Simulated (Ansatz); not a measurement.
`C[Se][AlH][F]` and `C[Se]BF` differ in one element.

Ansatz, PBE0-D4/def2-TZVP geometries, multiplicity 1. Each molecule was computed in one conformer, which needn't be the lowest.

Scalar relativity is left out up to krypton.

```
                                          property  `C[Se][AlH][F]`
              HOMO–LUMO gap (PBE0/def2-TZVPP) / eV             6.16
                 HOMO energy (PBE/def2-TZVPP) / eV            -6.00
    size of the dipole moment (PBE/def2-TZVPP) / D             2.50
                 LUMO energy (PBE/def2-TZVPP) / eV            -1.67
size of the dipole moment (ωB97M-V/def2-TZVPP) / D             2.46
             HOMO–LUMO gap (B3LYP/def2-TZVPP) / eV             5.72
```

Q: What does the change do to each property? (An estimate is asked.)

A: The calculation gave: 
| property | `C[Se]BF` | shift |
| --- | --- | --- |
| HOMO–LUMO gap (PBE0/def2-TZVPP) / eV | 6.61 | 0.45 |
| HOMO energy (PBE/def2-TZVPP) / eV | -6.16 | -0.16 |
| size of the dipole moment (PBE/def2-TZVPP) / D | 2.12 | -0.38 |
| LUMO energy (PBE/def2-TZVPP) / eV | -1.57 | 0.10 |
| size of the dipole moment (ωB97M-V/def2-TZVPP) / D | 2.14 | -0.32 |
| HOMO–LUMO gap (B3LYP/def2-TZVPP) / eV | 6.17 | 0.45 |

With PBE0 the HOMO falls by 0.16 eV and the LUMO rises by 0.29 eV, so the gap widens by about 0.45 eV. PBE moves the HOMO by -0.16 eV and ωB97M-V by -0.17 eV. Dipoles are sizes alone; their direction can turn.

B3LYP here is the variant with VWN-RPA as its local correlation; programs differ in this.

Spin–orbit coupling is left out; it splits and shifts lone-pair levels of the heavy atoms by tenths of an eV.
